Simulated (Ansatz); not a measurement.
Ansatz (an electronic-structure program) input:
A basis named .json is the Basis Set Exchange file of that set.

Ansatz 0.2 input:
```yaml
crystal:
  periodic: [false, false, false]
  atoms:
    - {symbol: N, position_ang: [-0.00000000, 0.00000000, -0.00000000]}
    - {symbol: H, position_ang: [1.02518092, -0.02305353, -0.01265764]}
    - {symbol: H, position_ang: [-0.49240386, 0.89923605, 0.02450653]}
    - {symbol: H, position_ang: [-0.53277706, -0.87618252, -0.01184889]}
basis:
  gaussian:
    orbitals: def2-TZVPPD.json
    fitting: {mean_field: def2-universal-jkfit, correlation: def2-TZVPPD-RIFIT.json}
magnetization: {spin_polarized: false}
correlation: {method: mp2, electrons: outside_noble_gas}
```

### Question
Which total energy does the run end on?

### Answer
-56.44798 Eh (RI-MP2/def2-TZVPPD). The basis has 88 functions.

This state (charge 0, singlet) is run at the relaxed geometry of the species with charge 1 and multiplicity 2.
